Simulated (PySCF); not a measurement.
Species: C₂H₇OPSi.
SMILES: `C=C[Si@@H](O)P`

A linear-response calculation (PySCF, def2-SVPD basis, gas phase, vertical, core orbitals frozen in the response) gave these numbers; the functional is withheld.

Orbital energies (eV): HOMO-3 -10.57, HOMO-2 -9.87, HOMO-1 -9.60, HOMO -8.62, LUMO 0.19, LUMO+1 1.00, LUMO+2 1.56.

```csv
state,E (eV),f,"main configurations (H = HOMO, L = LUMO)"
S1,5.93,0.052,H→L (82%)
S2,6.33,0.0019,H-2→L (82%)
S3,6.73,0.019,"H→L+1 (74%), H→L+3 (16%)"
S4,7.04,0.410,"H-1→L (52%), H→L+4 (21%), H→L+5 (10%)"
S5,7.11,0.045,"H-1→L (42%), H→L+4 (30%), H→L+5 (8%)"
S6,7.32,0.176,H→L+2 (61%)
```

Triplets, Tamm–Dancoff:

```
state  E (eV)  λ (nm)  main configurations (H = HOMO, L = LUMO)
   T1    4.18   296.7                    H-1→L (67%), H→L (11%)
   T2    5.52   224.4       H→L (50%), H→L+5 (12%), H→L+6 (10%)
   T3    5.74   215.9                  H→L+4 (46%), H→L+1 (32%)
   T4    5.80   213.8                               H-2→L (71%)
```

Vertical ionisation energy by ΔSCF with the same functional: 9.48 eV. Mean static polarisability: 83.2 au.

Question: Name the functional.
A. HF
B. PBE
C. B3LYP
D. CAM-B3LYP

Answer: D. CAM-B3LYP is range-separated, 19% exact exchange at short range and 65% at long range (ω = 0.33 bohr⁻¹). In this run −ε(HOMO) = 8.62 eV differs from the ΔSCF value by -0.86 eV, and S1 differs from the orbital gap of 8.82 eV by -2.89 eV. The ratio −ε(HOMO)/IP is 0.91. Small neutral molecules mostly give 0.85 to 0.93 with CAM-B3LYP, 0.5 to 0.7 with PBE, 0.67 to 0.83 with B3LYP; Hartree–Fock can't fall below 1, since the ion's relaxation only lowers the ΔSCF value.

The calculation used PySCF, TDDFT CAM-B3LYP/def2-SVPD, vertical, gas phase, core orbitals frozen in the response. The structure is a single PBE0-D3(BJ)/def2-SVP conformer in the gas phase; no vibrational or solvent corrections.

The run took 80 s of wall time on one thread, x86-64 server, shared host.

Shape of the structure used: `[CH2:1]=[CH:2][Si@@H:3]([OH:4])[PH2:5]`: C1–C2–Si3–O4 122°, H–O4–Si3–C2 -63°, H–P5–Si3–C2 165°, H–P5–Si3–C2 72°.
